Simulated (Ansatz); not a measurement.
Ansatz results at the PBE0-D4/def2-TZVP geometry: LUMO energy (ωB97M-V/def2-TZVPP) 0.73 eV; HOMO energy (B3LYP/def2-TZVPP) -7.74 eV; HOMO energy (ωB97M-V/def2-TZVPP) -10.17 eV.

Each molecule was computed in one conformer, which needn't be the lowest.

(1) Which molecule gave them?
A. `CC1SS1`
B. `C[Si@H](F)[C@@H](F)Cl`
C. `[GeH3][SiH]1BO1`
D. `OBBS`

## Answers

(1) D. The others give `[GeH3][SiH]1BO1`: 0.73, -6.79, -9.05; `C[Si@H](F)[C@@H](F)Cl`: 1.94, -8.09, -10.57; `CC1SS1`: 0.52, -5.89, -8.29.

B3LYP here is the variant with VWN-RPA as its local correlation; programs differ in this.
